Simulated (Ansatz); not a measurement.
`[AlH2][BH]O[SiH3]` + HCl → `[SiH3]OBCl` + `[AlH3]` at 298.15 K and 1 bar (cleavage of the B–Al bond).

Program: Ansatz. Geometries: PBE0-D4/def2-TZVP. ΔE: electronic, gas phase. CCSD(T)/CBS adds triple-zeta CCSD(T) − MP2 to the extrapolated MP2 energy (def2 sets, frozen cores). This one scheme is used for every species. Each species was taken in one conformer, which may not be the lowest.

```
            species  CCSD(T)/CBS energy (Eh)  H − E (kJ/mol)  S (J/(mol·K))
`[AlH2][BH]O[SiH3]`               -634.69802           167.1          358.5
                HCl               -460.38127            26.6          186.8
       `[SiH3]OBCl`               -851.35221           134.0          324.4
           `[AlH3]`               -243.78045            58.9          207.5
```

H − E and S are ideal-gas, rigid-rotor, harmonic terms from PBE0-D4/def2-TZVP, for one conformer and one mirror image of each species. 1 Eh = 2625.50 kJ/mol, R = 8.31446 J/(mol·K).

**Question.** By hand: ΔE, ΔH, ΔS and ΔG.

**Answer.** ΔE = (-851.35221) + (-243.78045) − (-634.69802) − (-460.38127) = -0.05337 Eh = -140.1 kJ/mol. Δ(H − E) = 134.0 + 58.9 − 167.1 − 26.6 = -0.8, so ΔH = -140.9 kJ/mol. ΔS = 324.4 + 207.5 − 358.5 − 186.8 = -13.4 J/(mol·K). ΔG = -140.9 − 298.15 × (-13.4)/1000 = -136.9 kJ/mol.

**Question.** By hand: the equilibrium constant, and the temperature at which ΔG would vanish if ΔH and ΔS stayed fixed.

**Answer.** log₁₀ K = −ΔG/(RT ln 10) = 24.0. ΔG = 0 at ΔH/ΔS = 10515 K, far beyond where these terms or the molecules hold.

The number of gas molecules stays the same, so ΔS is small and ΔH decides. A doubt of 5 kJ/mol in ΔE shifts log₁₀ K by 0.9 here. Other conformers and mirror images would add mixing entropy, several J/(mol·K) or more a flexible species. These are equilibria of isolated gas molecules and say nothing of rates. Largest T1 diagnostic: 0.013 (customary marks: 0.02 for closed shells, 0.045 for open ones).
